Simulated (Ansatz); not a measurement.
The first iterations of a band of BClFHO + H2 (7 atoms, charge 0, multiplicity 1).

Theory: Ansatz 0.2.0, RKS PBE-D4/def2-SVP.

```yaml
movable_images: 7
climbing_image: yes
spring: 5.0 eV/Å²
optimiser: quadratic models (default)
start_path: through a guess of the saddle point
force_threshold: 0.05 eV/Å
iteration_limit: 60
end_points: relaxed
```

Image 0:

```xyz
7
Properties=species:S:1:pos:R:3
B -0.018 -0.468 0.098
O 0.000 -0.706 1.431
H -0.881 -0.581 1.831
Cl 1.468 -0.634 -0.833
F -1.145 -0.115 -0.534
H 0.281 2.582 0.725
H 0.430 2.140 1.336
```

Image 8:

```xyz
7
Properties=species:S:1:pos:R:3
B 0.184 0.648 -0.023
O -0.097 0.377 1.653
H 0.262 -0.540 1.736
Cl 1.146 -0.885 -0.426
F -1.095 0.646 -0.511
H 0.810 1.687 -0.078
H -1.075 0.285 1.704
```

| iteration | highest image above the first end (eV) | largest band force component (eV/Å) |
| --- | --- | --- |
| 1 | 12.430 | 46.030 |
| 2 | 1.988 | 4.501 |
| 3 | 1.747 | 4.573 |
| 4 | 1.767 | 1.223 |

Q: Does the band converge within its limit, and where does its top end?

A: The run converged. It ended after 14 iterations with the highest image 1.650 eV above the first end. A vibrational analysis at the climbing image gives one clearly imaginary mode, 1210i cm⁻¹: a first-order saddle point. The orbitals stay closed-shell, which can raise the energy where a bond breaks towards radicals; this wasn't checked here.

Run time: 3 min on 1 thread of Arm Neoverse V1 (shared host), peak memory 0.15 GiB.
